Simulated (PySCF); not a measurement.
Potential energy curve for BeH (cation, charge +1), singlet.

Calculation: CCSD(T) on UHF/cc-pVQZ in PySCF 2.14.0.

Question: Relative to R = 1.33 Å, what are the energies at R = 1.19, 1.47, 2.17, 2.93 Å?

Answer: 13.2 kJ/mol at 1.19 Å, 15.6 kJ/mol at 1.47 Å, 185.5 kJ/mol at 2.17 Å, 281.0 kJ/mol at 2.93 Å.

The unrestricted determinant behind UCCSD(T) is spin-contaminated at 1.66 to 5.26 Å (<S²> up to 1.0, against 0.00 for a pure singlet).
